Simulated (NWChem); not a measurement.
C₂H₂BF₃; SMILES C=C(F)B(F)F

```xyz
8

C     -1.2457     1.4447     0.0000
C     -0.0878     0.7798     0.0000
F      1.0839     1.4643     0.0000
B      0.0451    -0.7700     0.0000
F      1.2259    -1.3624     0.0000
F     -1.0428    -1.5289     0.0000
H     -2.1804     0.8957     0.0000
H     -1.2840     2.5298     0.0000
```
Atoms are numbered in this order, from 1.

Computed with NWChem. Pople sets run with spherical d functions. Geometry: optimised at B3LYP/6-31G* (spherical d). B3LYP is NWChem's, with the RPA form of VWN correlation. Atomic charges in e: unrestrained fits to the electrostatic potential beside Mulliken populations; buried atoms are poorly determined by the fit.

For level Hartree-Fock/6-31G*:

| Property | Value |
|---|---|
| Mulliken C1 | -0.44 |
| Mulliken C2 | 0.28 |
| Mulliken F3 | -0.45 |
| ESP B4 | 0.80 |
| Mulliken B4 | 0.92 |
| Mulliken F5 | -0.37 |

Q: How do the values read with level B3LYP/def2-SVP instead?

A: The Mulliken C1 is -0.03, the Mulliken C2 is 0.16 and the Mulliken F3 is -0.22. The ESP B4 is 0.64. The Mulliken B4 is 0.16. The Mulliken F5 is -0.08.
